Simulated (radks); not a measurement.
Values are calculated unless marked as measured or tabulated.
These are the eigenvalues of the occupied orbitals of an atom or ion with whole-number occupations (hartree). Level of theory: non-relativistic Kohn-Sham, PBE, spin-polarised, spherical densities, point nucleus (a radial shooting solver on a logarithmic mesh with Libxc functionals).

1s: -3.90261
2s: -0.20612

Which element is it, and in what charge state? The configuration may be excited. Open shells, if any, are filled with parallel spins first.

Answer. Z = 4, beryllium, charge 0: Be in [He] 2s2. The 1s level, -3.9026 hartree, gives Z - s = 2.8 by -(Z - s)^2/2, which with screening narrows Z to a few neighbours, and with so few levels the electron count can be read from the list.
